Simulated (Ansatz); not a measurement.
`F[SiH](Cl)[GeH2][Cl]` → `[Cl][GeH]` + `F[SiH2]Cl`  (germylene formation by 1,1-elimination)

Isolated molecules relaxed with PBE0-D4/def2-TZVP in Ansatz; ΔE leaves out vibrations. CCSD(T)/CBS is the MP2 limit (def2-TZVPP, def2-QZVPP) plus CCSD(T) − MP2 in def2-TZVPP, frozen cores. This one scheme is used for every species. DFT in def2-TZVPP. For Ge outer-core shells are correlated without core-valence functions, which leaves a few kJ/mol of doubt a bond. Scalar relativity is left out up to krypton. One conformer a species, not always the lowest.

`F[SiH](Cl)[GeH2][Cl]`:

Cartesian coordinates in Å:
```
F -1.570 -0.094 -1.631
Si -0.981 -0.630 -0.252
Cl -2.388 -0.345 1.204
Ge 0.957 0.635 0.315
Cl 2.456 0.120 -1.157
H -0.736 -2.081 -0.391
H 1.526 0.244 1.686
H 0.735 2.151 0.227
```

`[Cl][GeH]`:

```xyz
3

Cl   -0.581    1.174    0.888
Ge   -0.138   -0.844    0.182
H     0.718   -0.330   -1.069
```

`F[SiH2]Cl`:

Z-matrix (Å, degrees):
```
Si
F 1 1.589
Cl 1 2.036 2 108.8
H 1 1.475 2 108.3 3 -118.2
H 1 1.475 2 108.3 3 118.2
```

```tsv
species	ωB97X-V energy (Eh)
`F[SiH](Cl)[GeH2][Cl]`	-3388.38419
`[Cl][GeH]`	-2537.56544
`F[SiH2]Cl`	-850.77048
```

**Question.** Work out ΔE.

**Answer.** ΔE = (-2537.56544) + (-850.77048) − (-3388.38419) = 0.04827 Eh = +30.3 kcal/mol. CCSD(T)/CBS gives +28.1 kcal/mol.

Largest T1 diagnostic among the species: 0.013.

From PBE to PBE0 (25 % exact exchange), in def2-TZVPP and without D4, ΔE moves by +2.8 kcal/mol. The D4 term adds +3.9 kcal/mol with B3LYP and +2.2 kcal/mol with PBE0; it sums over pairs of atoms, weighted by their polarisabilities, and B3LYP, whose exchange is more repulsive, gets the larger term. In def2-TZVPP, CCSD(T) changes the Hartree–Fock value by +7.8 kcal/mol (the triples alone add +0.9 kcal/mol) and MP2 by +10.3 kcal/mol.

B3LYP here is the variant with VWN-RPA as its local correlation; programs differ in this.
